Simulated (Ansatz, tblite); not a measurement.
Spin states of Al₃Sb₃⁺ (the lowest doublet isomer of a short search), each relaxed with PBE0-D4/def2-SVP in Ansatz. Electronic energies in the gas phase.

In the def2 sets Sb takes a core potential; there is no spin–orbit coupling. The xTB rows come from tblite. The structure comes from a short search, and lower isomers may exist.

Doublet geometry:

```tsv
atom	x (Å)	y (Å)	z (Å)
Al1	0.595	-1.612	-0.094
Al2	-0.910	0.374	1.343
Al3	0.292	1.022	-1.230
Sb4	2.301	-0.487	-1.616
Sb5	-0.778	2.777	0.359
Sb6	-1.501	-2.074	1.237
```

Quartet geometry (D3h within 0.1 Å):

```tsv
atom	x (Å)	y (Å)	z (Å)
Al1	1.151	0.890	0.621
Al2	-1.437	-0.009	0.661
Al3	0.286	-0.881	-1.282
Sb4	2.716	0.021	-1.255
Sb5	-2.178	-1.681	-1.175
Sb6	-0.538	1.660	2.430
```

⟨S²⟩: doublet 0.87 at PBE0-D4/def2-TZVP (pure 0.75), quartet 3.81 at PBE0-D4/def2-TZVP (pure 3.75).

Run but left out: HF/STO-3G, HF/def2-SVP, HF/def2-TZVP, MP2/def2-SVP, MP2/def2-TZVP, CCSD/def2-SVP, CCSD(T)/def2-SVP (doublet: ⟨S²⟩ 1.30 to 1.74, where a pure state has 0.75).

Only these spin states were relaxed. The quartet has other bonds than the doublet, so the gap mixes isomer and spin.

| level | quartet − doublet (kJ/mol) | lowest of these | remarks |
| --- | --- | --- | --- |
| GFN1-xTB | 204.5 | doublet | – |
| GFN2-xTB | 57.0 | doublet | – |
| PBE-D4/def2-TZVP | 28.4 | doublet | – |
| BLYP-D4/def2-TZVP | 37.0 | doublet | – |
| r2SCAN-D4/def2-TZVP | 14.9 | doublet | spin-contaminated (⟨S²⟩ 0.96) (doublet) |
| B97M-V/def2-TZVP | 15.9 | doublet | – |
| PBE0-D4/def2-TZVP | 20.0 | doublet | spin-contaminated (⟨S²⟩ 0.87) (doublet) |

Change of the quartet − doublet gap on mixing in exact exchange, in kJ/mol: PBE to PBE0 (25 % exact exchange) -8.4.

The xTB methods have no spin-polarisation term.
